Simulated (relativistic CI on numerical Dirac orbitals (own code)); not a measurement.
## What each ingredient does to the levels of Zr XXXIX

Base calculation: Dirac-Coulomb-Breit CI, separate exchange-only KLI orbitals for each configuration, model QED, unscaled Slater integrals.

Configurations in the expansion: 1s2, 1s.2s, 1s.2p, 1s.3s, 1s.3p, 1s.3d, 1s.4s, 1s.4p, 1s.4d, 1s.4f, 1s.5s, 1s.5p, 1s.5d, 1s.5f, 1s.5g, 1s.6s, 1s.6p, 1s.6d. Levels of other configurations are missing.

Variants: (1) configuration mixing switched off; (2) one mean potential for all configurations. Shifts of the energy above 1s2 1S_0, in eV, for the lowest level and the first level of each name with at least 55 % of one term (blank where a level changes its place among those of its configuration and J or its character, or is not in the variant):

```csv
Level,Base,Δ(1),Δ(2)
1s2 1S_0,0.0,0.0,0.0
1s.2s 3S_1,16133.6,0.0,-0.5
1s.2p 3P°_0,16185.2,0.0,-0.6
1s.2p 3P°_1,16187.2,0.0,-0.5
1s.2s 1S_0,16188.3,+0.2,+0.3
1s.2p 3P°_2,16290.7,0.0,-0.5
1s.2p 1P°_1,16316.9,+0.1,-0.4
1s.3s 3S_1,19147.0,0.0,-0.3
1s.3p 3P°_0,19161.2,0.0,-0.4
1s.3s 1S_0,19161.6,-0.1,-0.2
1s.3p 3P°_1,19161.7,0.0,-0.4
1s.3p 3P°_2,19192.5,0.0,-0.4
1s.3d 3D_2,19199.0,0.0,-0.3
1s.3d 3D_1,19199.6,0.0,-0.3
1s.3p 1P°_1,19199.9,-0.1,-0.4
1s.3d 3D_3,19209.5,0.0,-0.3
1s.3d 1D_2,19210.2,0.0,-0.3
1s.4s 3S_1,20190.9,0.0,-0.3
1s.4p 3P°_0,20196.7,0.0,-0.4
1s.4s 1S_0,20196.9,-0.1,-0.3
1s.4p 3P°_1,20196.9,0.0,-0.4
1s.4p 3P°_2,20209.9,0.0,-0.3
```

At this charge energies of transitions that change n are usually good to better than 1 %, and those within a shell (Δn = 0) to a few per cent.

Ionisation energy from the two ground configurations alone: base 21514.4 eV. The NIST ASD value (theoretical) is 21516.5 eV.

LS names give the leading component of a level, which can be under half, so a name can repeat, a term be missing and a line seem to break the LS rules.
